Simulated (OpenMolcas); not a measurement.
Ni+, Pd+, Pt+: d9 down the group

```json
{"Program": "OpenMolcas 26.06", "Method": "SS-CASPT2, IPEA 0.25 Eh, imaginary shift 0.1 Eh", "Basis": "ANO-RCC-VTZP", "Scalar Hamiltonian": "DKH2, point nucleus", "Spin-orbit coupling": "RASSI with atomic mean-field integrals over the reference wave functions, term energies averaged over their components"}
```

Active space for each ion: 9 electrons in 5 orbitals (d); closed shells correlated by CASPT2: Ni+ 3s 3p; Pd+ 4s 4p; Pt+ 5s 5p.

Computed levels in cm-1 above 2D 5/2:

| Level | Ni+ | Pd+ | Pt+ |
| --- | --- | --- | --- |
| 2D 3/2 | 1504 | 3440 | 10380 |
| weight of 2D in the lowest level (%) | 100 | 100 | 100 |

Measured, with the error of the calculation in %. Measured levels: Ni+, Pd+ from NIST Handbook of Basic Atomic Spectroscopic Data.

```tsv
Level	Ni+	Pd+
2D 3/2	1507 (-0.2)	3539 (-2.9)
```

The fine-structure level 2D 3/2 changes by a factor of 6.9 from Ni+ to Pt+.

Term energies are means over components that CASPT2 splits; among the terms shown or strongly mixed into the levels shown the widest spread is 71 cm-1 (5d9 2D, Pt+). Computed and measured levels are paired by configuration, term and J; levels that our copy of the source lacks, or whose pairing is in doubt (as where it misses far off the trend of its configuration), stay unpaired and out of the deviations. Levels of configurations outside the active space are missing.
